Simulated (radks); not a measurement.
The numbers below are computed, except where a source is named.
Question: Coherent X-ray form factor from a spherical all-electron density. Code: a radial shooting solver on a logarithmic mesh with Libxc functionals. Model: Dirac Kohn-Sham, PBE, spin-unpolarised, spherical densities, point nucleus.

sin(theta)/lambda (1/angstrom),f0 (electrons)
0.05,63.027
0.1,60.565
0.15,57.381
0.2,53.935
0.25,50.457
0.3,47.108
0.4,41.158
0.5,36.275
0.6,32.223
0.8,25.857
1,21.364
1.25,17.779
1.5,15.462
2,11.881

The species is in the configuration that NIST lists as its ground one. Which atom or ion scatters so?

Answer: The terbium ion Tb+, [Xe] 4f9 6s1. Extrapolating in s^2 from the first two rows gives f0(0) = 63.8, near the electron count 64; among species with that count, the fall with angle is slower the higher Z, and the table is that of Z = 65; from so few rows the species is fixed only to a neighbour or two.
